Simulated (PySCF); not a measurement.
## Excitation energy of Ru⁺ by level of theory

Ru⁺ [Kr] 4d7 (4F) → Ru⁺ [Kr] 4d6 5p1 (high-spin determinant), as a difference of total energies. Computed with PySCF 2.14 in ANO-RCC-VTZP (7s6p4d2f1g, 68 functions), with scalar relativity by spin-free X2C-1e. Correlated levels: valence and next inner shell: [Ar] 3d10 frozen. The calculations carry no spin-orbit coupling.

```json
{"method": "UHF", "excitation energy (eV)": "4.727"}
{"method": "MP2 (valence and next inner shell)", "excitation energy (eV)": "5.625"}
{"method": "SCS-MP2 (valence and next inner shell)", "excitation energy (eV)": "5.818"}
{"method": "CCSD (valence and next inner shell)", "excitation energy (eV)": "5.533"}
{"method": "CCSD(T) (valence and next inner shell)", "excitation energy (eV)": "5.567"}
```

Question: How much does correlation contribute at CCSD(T) (valence and next inner shell)?

Answer: 5.567 − (4.727) = 0.840 eV, measured against UHF.

A first-order spin-orbit estimate (lowest level to lowest level, LS coupling) adds 0.129 eV.

The basis was made for the ground configuration and has no added diffuse functions, so the excitation energy can come out too high.

The determinant of the upper state mixes LS terms, which raises its energy above the lowest term, most at the Hartree-Fock and MP2 levels.
